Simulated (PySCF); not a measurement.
## Excitation energy of C²⁺ by level of theory

C²⁺ [He] 2s2 (1S) → C²⁺ [He] 2s1 2p1 (3P), as a difference of total energies. Computed with PySCF 2.14 in x2c-TZVPPall (5s3p2d1f, 31 functions), with scalar relativity by spin-free X2C-1e. Correlated levels: valence: 1s2 frozen; valence and next inner shell: nothing frozen. The calculations carry no spin-orbit coupling.

```tsv
method	excitation energy (eV)
UHF	4.662
LDA	5.716
PBE	5.606
PBE0	5.554
r2SCAN	5.064
M06	5.823
BHandHLYP	5.676
MN15	6.023
wB97X-V	5.936
MP2 (valence)	5.734
SCS-MP2 (valence)	6.022
MP2 (valence and next inner shell)	5.731
SCS-MP2 (valence and next inner shell)	6.024
```

How much does correlation contribute at MP2 (valence and next inner shell)?

5.731 − (4.662) = 1.069 eV, measured against UHF.

A first-order spin-orbit estimate (lowest level to lowest level, LS coupling) adds -0.007 eV.

The basis was made for the ground configuration and has no added diffuse functions, so the excitation energy can come out too high.
